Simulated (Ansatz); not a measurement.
Basis-set extrapolation for BF2H2OP (`FB(F)OP`) (PBE0-D4/def2-TZVP geometry, frozen core, Ansatz 0.2.0). Multiplicity 1, RHF reference.

```csv
,def2-TZVPP,def2-QZVPP
HF,-640.665125,-640.689211
MP2 correlation,-0.967460,-1.053522
CCSD(T) correlation,-1.023527,not run
```

Energies in hartree. Use E(X) = E(∞) + A·exp(−7.88·√X) for Hartree–Fock and E(X) = E(∞) + B·X^(−2.97) for correlation, with X = 3 and 4, and add CCSD(T) minus MP2 of the smaller set to the MP2 limit.

Q: What is the CCSD(T) energy at the basis-set limit?

A: HF limit: -640.689211 + (-0.024086) × 0.13774 = -640.69253. MP2 limit: -1.053522 + (-0.086062) × 0.74074 = -1.11727. Higher-order term: -1.023527 − (-0.967460) = -0.05607. Total: -641.86587 hartree, 465.3 kJ/mol below CCSD(T)/def2-TZVPP.
